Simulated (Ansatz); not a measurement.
Reaction (ligand exchange at a Ge–O bond): `F[SiH](F)[O][GeH3]` + `O[SiH](Cl)Cl` → `Cl[SiH](Cl)[O][GeH3]` + `O[SiH](F)F`

Calculated with Ansatz (gas phase, PBE0-D4/def2-TZVP geometries, no zero-point term in ΔE). CCSD(T)/CBS adds triple-zeta CCSD(T) − MP2 to the extrapolated MP2 energy (def2 sets, frozen cores). This one scheme is used for every species. DFT in def2-TZVPP. B3LYP here is the variant with VWN-RPA as its local correlation; programs differ in this. HSE06 is defined as in plane-wave codes. For Ge outer-core shells are correlated without core-valence functions, which leaves a few kJ/mol of doubt a bond. Scalar relativity is left out up to krypton. Each species was taken in one conformer, which may not be the lowest.

`F[SiH](F)[O][GeH3]`:

```xyz
9

F    -2.134    0.803   -0.650
Si   -1.359    0.357    0.661
F    -0.871    1.703    1.347
O    -0.116   -0.578    0.297
Ge    1.409   -0.495   -0.634
H    -2.289   -0.332    1.559
H     1.517   -1.842   -1.354
H     1.309    0.680   -1.615
H     2.533   -0.295    0.388
```

`O[SiH](Cl)Cl`:

```xyz
6

O    -0.883    0.807    0.605
Si    0.373   -0.028    0.011
Cl    0.464    0.120   -2.023
Cl    0.226   -2.011    0.473
H    -1.772    0.581    0.327
H     1.591    0.532    0.606
```

`Cl[SiH](Cl)[O][GeH3]`:

```xyz
9

Cl   -1.009   -1.101    2.128
Si    0.380   -1.334    0.641
Cl   -0.437   -2.568   -0.771
O     0.763    0.086    0.003
Ge   -0.158    1.467   -0.674
H     1.575   -1.979    1.200
H    -1.488    0.933   -1.220
H    -0.365    2.463    0.472
H     0.739    2.032   -1.778
```

`O[SiH](F)F`:

Cartesian coordinates in Å:
```
O 0.571 -0.957 0.616
Si -0.331 0.173 -0.103
F -0.049 0.224 -1.661
F 0.021 1.619 0.439
H 1.527 -0.929 0.564
H -1.740 -0.129 0.145
```

```
             level  ΔE (kJ/mol)  difference from CCSD(T)/CBS
            PBE-D4         -1.7                          1.3
         revPBE-D4         -2.0                          1.0
           BLYP-D4         -2.2                          0.8
         r2SCAN-D4         -1.3                          1.7
            B97M-V         -1.5                          1.5
           PBE0-D4         -1.8                          1.2
          B3LYP-D4         -2.1                          0.9
        r2SCANh-D4         -1.4                          1.6
        r2SCAN0-D4         -1.5                          1.5
          HSE06-D4         -1.7                          1.3
          BHLYP-D4         -2.3                          0.7
      CAM-B3LYP-D4         -1.5                          1.5
           ωB97X-V         -1.7                          1.3
           ωB97M-V         -2.0                          1.0
            B2PLYP         -0.8                          2.2
          PBE-QIDH         -1.8                          1.2
               PBE          0.4                          3.4
            revPBE          1.5                          4.5
              BLYP          1.8                          4.8
            r2SCAN         -0.7                          2.3
              PBE0          0.2                          3.2
             B3LYP          1.2                          4.2
           r2SCANh         -0.7                          2.3
           r2SCAN0         -0.7                          2.3
             HSE06          0.2                          3.2
             BHLYP          0.9                          3.9
         CAM-B3LYP          0.7                          3.7
       HF/def2-SVP          1.4                          4.4
      MP2/def2-SVP         -3.1                         -0.1
     CCSD/def2-SVP         -1.8                          1.2
  CCSD(T)/def2-SVP         -2.4                          0.6
     HF/def2-TZVPP          1.3                          4.3
    MP2/def2-TZVPP         -4.0                         -1.0
SCS-MP2/def2-TZVPP         -2.8                          0.2
   CCSD/def2-TZVPP         -1.9                          1.1
CCSD(T)/def2-TZVPP         -2.7                          0.3
    MP2/def2-QZVPP         -4.0                         -1.0
SCS-MP2/def2-QZVPP         -2.8                          0.2
      HF/CBS(def2)          1.6                          4.6
     MP2/CBS(def2)         -4.2                         -1.2
       CCSD(T)/CBS         -3.0                            0
```

Largest T1 diagnostic among the species: 0.012.

Leaving LDA and LC-ωPBE aside and taking each functional with its dispersion term where it has one, the values spread over 1.6 kJ/mol, from BHLYP-D4 to B2PLYP. The D4 term adds −3.4 kJ/mol with B3LYP and −2.0 kJ/mol with PBE0; it sums over pairs of atoms, weighted by their polarisabilities, and B3LYP, whose exchange is more repulsive, gets the larger term.
